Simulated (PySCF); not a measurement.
Species: `C=C1[SiH2]N(C)C[C@H]1C=O`. The columns A, B, C and D hold Mulliken, IAO, Hirshfeld and ESP-fitted charges (e) of one PBE0/pcSseg-1 density (PySCF), in a shuffled order. Coordinates in Å (GFN2-xTB); the density's dipole moment is (2.60, 0.38, -1.67) D.

| atom | x | y | z | A | B | C | D |
| --- | --- | --- | --- | --- | --- | --- | --- |
| C1 | -1.825 | 2.070 | -0.037 | -0.286 | -0.420 | -0.015 | -0.087 |
| C2 | -0.911 | 1.116 | -0.100 | -0.261 | -0.130 | -0.536 | -0.086 |
| Si3 | 0.953 | 1.255 | 0.104 | +0.867 | +0.584 | +0.823 | +0.359 |
| N4 | 1.158 | -0.406 | -0.277 | -0.510 | -0.134 | -0.817 | -0.171 |
| C5 | 2.404 | -1.091 | -0.465 | -0.298 | -0.496 | -0.036 | -0.068 |
| C6 | 0.002 | -1.048 | -0.859 | -0.143 | -0.227 | +0.104 | -0.021 |
| C7 | -1.255 | -0.336 | -0.351 | -0.167 | -0.078 | -0.303 | -0.040 |
| C8 | -1.649 | -0.847 | 1.006 | +0.273 | +0.481 | +0.336 | +0.129 |
| O9 | -2.770 | -1.050 | 1.378 | -0.391 | -0.466 | -0.352 | -0.232 |
| H10 | -2.879 | 1.877 | -0.171 | +0.152 | +0.198 | +0.117 | +0.052 |
| H11 | -1.547 | 3.092 | 0.156 | +0.150 | +0.182 | +0.113 | +0.050 |
| H12 | 1.513 | 2.234 | -0.839 | -0.152 | -0.141 | -0.106 | -0.087 |
| H13 | 1.446 | 1.509 | 1.460 | -0.140 | -0.144 | -0.094 | -0.082 |
| H14 | 3.189 | -0.549 | 0.055 | +0.144 | +0.172 | +0.113 | +0.048 |
| H15 | 2.674 | -1.163 | -1.526 | +0.123 | +0.155 | +0.100 | +0.035 |
| H16 | 2.346 | -2.106 | -0.061 | +0.136 | +0.157 | +0.107 | +0.041 |
| H17 | 0.033 | -1.008 | -1.957 | +0.121 | +0.111 | +0.122 | +0.034 |
| H18 | -0.011 | -2.107 | -0.568 | +0.128 | +0.118 | +0.112 | +0.038 |
| H19 | -2.097 | -0.442 | -1.039 | +0.158 | +0.108 | +0.129 | +0.051 |
| H20 | -0.780 | -0.988 | 1.678 | +0.096 | -0.029 | +0.082 | +0.037 |

Question: Which column most likely holds the ESP-fitted charges?

Answer: B. Σ q r misses the density's dipole by 0.05 D (B), 0.84 D (D), 1.29 D (A), 1.40 D (C). Charges fitted to the outside potential are the only set here that is tied to the molecule's multipoles.

Question: And the Hirshfeld charges?

Answer: D. The mean sizes are 0.087 e (D), 0.226 e (C), 0.227 e (B), 0.235 e (A), and Hirshfeld charges are commonly the smallest of these schemes.

As computed, A = IAO, B = ESP-fitted, C = Mulliken, D = Hirshfeld. Hydrogens on carbon: IAO +0.10 to +0.16, ESP-fitted -0.03 to +0.20, Mulliken +0.08 to +0.13, Hirshfeld +0.03 to +0.05 e.

The ESP scheme fits charges at the nuclei, held to the total charge, to the electrostatic potential on points at 1.4 to 2.0 times the van der Waals radii. The Hirshfeld scheme divides the density at each point in proportion to the densities of the neutral, spherically averaged free atoms.

Geometry: GFN2-xTB, one conformer, isolated molecule.
